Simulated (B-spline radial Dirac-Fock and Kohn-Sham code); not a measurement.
Fe⁺: non-radiative channels of the K vacancy

System: Fe⁺, [Ar] 3d6 4s1.

Input of the calculation (task.json; shells as n, l, electrons):

```json
{"items": [{
  "Z": 26,
  "q": 1,
  "cfg": [[1, 0, 2], [2, 0, 2], [2, 1, 6], [3, 0, 2], [3, 1, 6], [3, 2, 6], [4, 0, 1]],
  "A": 56,
  "rrms": 3.7377,
  "do": ["binding", "quiet", "decay"],
  "holes": ["K", "L1", "L2", "L3", "M1", "M2", "M3"]
}]}
```

Command: `python xray_run.py task.json out`

Level of theory: independent-particle radiative and Coulomb Auger rates from relativistic LDA hole-state orbitals, with Dirac-Fock energies; a radial finite-basis atomic code. Kinetic energies are configuration averages from the vacuum level; the two-hole energies are estimated from single-hole states.

```
transition  kinetic energy (eV)  width (meV)  share (%)
    K-L1L1               5337.7         48.0        6.3
    K-L1L2               5469.1         56.1        7.3
    K-L1L3               5481.6          102       13.4
    K-L2L3               5597.7          251       32.9
    K-L3L3               5609.0          140       18.3
    K-L1M1                    –         12.8        1.7
    K-L1M3               6162.3         13.1        1.7
    K-L2M3               6289.2         27.9        3.6
    K-L3M2               6299.7         27.8        3.6
    K-L3M3               6301.9         31.4        4.1
```

A dash stands for an energy that rests on an unreliable hole state.

For K holes below about Z = 40 intermediate coupling redistributes the KLL shares among these jj groups. The listed channels hold 93 % of the non-radiative rate. Summed by principal shells, of 0.763 eV in all: KLL 79.5 %, KLM 19.1 %, KMM 1.1 %, KLN 0.2 %.
